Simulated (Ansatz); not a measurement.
Start from `OC1CC1` and change one atom or group to get `OC1([SeH])CC1`.

Ansatz, PBE0-D4/def2-TZVP geometries, multiplicity 1. Each molecule was computed in one conformer, which needn't be the lowest.

Scalar relativity is left out up to krypton.

```csv
property,`OC1CC1`
HOMO–LUMO gap (PBE0/def2-TZVPP) / eV,8.84
LUMO energy (PBE0/def2-TZVPP) / eV,1.29
size of the dipole moment (ωB97M-V/def2-TZVPP) / D,1.50
HOMO energy (PBE0/def2-TZVPP) / eV,-7.55
HOMO–LUMO gap (PBE/def2-TZVPP) / eV,6.46
size of the dipole moment (PBE/def2-TZVPP) / D,1.41
```

(1) What does the change do to each property? (An estimate is asked.)

Answers

(1) Ansatz gave: 
| property | `OC1([SeH])CC1` | shift |
| --- | --- | --- |
| HOMO–LUMO gap (PBE0/def2-TZVPP) / eV | 6.77 | -2.07 |
| LUMO energy (PBE0/def2-TZVPP) / eV | 0.07 | -1.22 |
| size of the dipole moment (ωB97M-V/def2-TZVPP) / D | 0.77 | -0.73 |
| HOMO energy (PBE0/def2-TZVPP) / eV | -6.71 | 0.84 |
| HOMO–LUMO gap (PBE/def2-TZVPP) / eV | 4.67 | -1.79 |
| size of the dipole moment (PBE/def2-TZVPP) / D | 0.83 | -0.58 |

With PBE0 the HOMO rises by 0.84 eV and the LUMO falls by 1.22 eV, so the gap narrows by about 2.06 eV. PBE moves the HOMO by 0.54 eV and ωB97M-V by 0.98 eV. Dipoles are sizes alone; their direction can turn.

Spin–orbit coupling is left out; it splits and shifts lone-pair levels of the heavy atoms by tenths of an eV.
